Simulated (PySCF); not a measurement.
**Se: ionisation energy**

Se [Ar] 3d10 4s2 4p4 (3P) → Se⁺ [Ar] 3d10 4s2 4p3 (4S), as a difference of total energies. Computed with PySCF 2.14 in aug-cc-pVTZ-PP with one added diffuse shell each of s, d, f type with ECP10MDF (7s5p5d3f, 68 functions), with a scalar-relativistic core potential. Correlated levels: valence: 3s2 3p6 3d10 frozen. The calculations carry no spin-orbit coupling.

```
           method  ionisation energy (eV)  error (eV)
              UHF                   8.544      -1.091
              LDA                   9.845      +0.210
              PBE                   9.603      -0.032
             PBE0                   9.598      -0.037
           r2SCAN                   9.649      +0.014
        CAM-B3LYP                   9.787      +0.152
             BP86                   9.797      +0.162
          r2SCANh                   9.644      +0.009
           B2PLYP                   9.565      -0.070
    MP2 (valence)                   9.247      -0.388
SCS-MP2 (valence)                   9.314      -0.321
```

Reference: 9.635 eV (measured; NIST levels, between the centres of gravity of the two terms).

Errors of the correlated levels include the incompleteness of this basis and the frozen core.
